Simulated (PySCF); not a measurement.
B(H)3(HNMe2) (C2H10BN), SMILES [BH3]<-N(C)C (connectivity only; charge and spin as stated), neutral, multiplicity 1. Coordinates come from a B3LYP-D3(BJ)/def2-SVP optimisation. The isomer is the one that the SMILES or the coordinates give; other isomers of the formula were not compared. One conformer was computed; it need not be the lowest.

Computed with B3LYP-D3(BJ)/def2-SVP (PySCF).

Harmonic wavenumbers (cm⁻¹): 182, 250, 259, 345, 373, 425, 656, 875, 911, 943, 1037, 1064, 1134, 1159, 1168, 1180, 1191, 1248, 1284, 1422, 1433, 1451, 1468, 1473, 1474, 1486, 2394, 2466, 2469, 3038, 3043, 3140, 3141, 3173, 3174, 3488. Rotational constants (GHz): 8.111, 7.653, 4.589; symmetry number 1.

Task: Work out the zero-point energy and the ideal-gas rigid-rotor harmonic-oscillator thermochemistry at 298.15 K and 1 atm.

Result: ZPE = ½ Σ hcν = ½ × 55414 cm⁻¹ = 79.22 kcal/mol. H − E(el) = 83.50 kcal/mol. Entropy in cal/(mol K): translation 38.14, rotation 24.54, vibration 10.16, total 72.84. G − E(el) = 61.79 kcal/mol. Cp = 22.97 cal/(mol K).
